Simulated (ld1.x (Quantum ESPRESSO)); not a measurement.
## u(r) = r·R(r): atom against pseudo-atom (iron (Fe))

Columns: radius, all-electron u(r) and pseudo u(r) of the 3d shell (level -5.48 eV) of iron in the configuration [Ar] 3d6.5 4s1.5 4p0; PBE, scalar-relativistic, RRKJ scheme, ld1.x (Quantum ESPRESSO) 7.5.

| r (bohr) | all-electron | pseudo |
| --- | --- | --- |
| 0.173 | 0.2105 | 0.0771 |
| 0.345 | 0.5925 | 0.4340 |
| 0.518 | 0.8258 | 0.8398 |
| 0.690 | 0.8990 | 0.9716 |
| 0.862 | 0.8763 | 0.8999 |
| 1.035 | 0.8101 | 0.8106 |
| 1.208 | 0.7300 | 0.7300 |
| 1.380 | 0.6501 | 0.6501 |
| 1.553 | 0.5753 | 0.5753 |
| 1.725 | 0.5084 | 0.5084 |
| 1.898 | 0.4489 | 0.4489 |
| 2.070 | 0.3969 | 0.3969 |
| 2.242 | 0.3513 | 0.3513 |
| 2.415 | 0.3112 | 0.3112 |
| 2.588 | 0.2759 | 0.2759 |
| 2.760 | 0.2449 | 0.2449 |
| 2.932 | 0.2177 | 0.2177 |
| 3.105 | 0.1934 | 0.1934 |
| 3.278 | 0.1719 | 0.1719 |
| 3.450 | 0.1529 | 0.1529 |
| 3.623 | 0.1360 | 0.1360 |
| 3.795 | 0.1211 | 0.1211 |
| 3.968 | 0.1078 | 0.1078 |
| 4.140 | 0.0960 | 0.0960 |
| 4.312 | 0.0856 | 0.0856 |
| 4.485 | 0.0762 | 0.0762 |

**Question.** How many radial nodes do the two functions have?

**Answer.** The all-electron 3d function has n − l − 1 = 0; the pseudo-wave has 0.

**Question.** At about which radius was the pseudo-wave matched?

**Answer.** 1.10 bohr, where the columns begin to agree (steps of 0.17 bohr).

**Question.** Is the pseudo-wave norm-conserving?

**Answer.** Yes: the RRKJ scheme keeps the norm inside the radius equal to the all-electron one, which fixes the energy derivative of the logarithmic derivative at the level.
